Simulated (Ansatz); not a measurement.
Cu2S. The state is a triplet with charge 0. Geometry B3LYP-D4/def2-TZVP; atoms count from 1.

| atom | x (Å) | y (Å) | z (Å) |
| --- | --- | --- | --- |
| Cu1 | -0.280 | -1.265 | -0.448 |
| Cu2 | 1.140 | 0.718 | -0.255 |
| S3 | -0.859 | 0.547 | 0.704 |

At PBE0-D4/def2-TZVP a singlet of charge 0 lies 1.44 eV below the triplet, each at its own geometry. The structure comes from a short search, and lower isomers may exist.

Estimate the Mulliken populations from the PBE0/def2-TZVP orbitals of Ansatz.


| atom | charge (e) | spin (α − β) | d electrons |
| --- | --- | --- | --- |
| Cu1 | 0.12 | 0.47 | 9.83 |
| Cu2 | 0.12 | 0.47 | 9.83 |
| S3 | -0.24 | 1.06 | – |
Mulliken values and Mayer orders depend strongly on the basis.

Where does the spin sit?

Summed by element: Cu 0.94, S 1.06, of 2 unpaired in all. Largest on single atoms: S3 1.06, Cu1 0.47, Cu2 0.47.

And the Mayer bond orders between bonded heavy atoms (over 0.3)?

Cu1–Cu2 0.64 (2.45 Å); Cu1–S3 0.82 (2.22 Å); Cu2–S3 0.82 (2.22 Å).
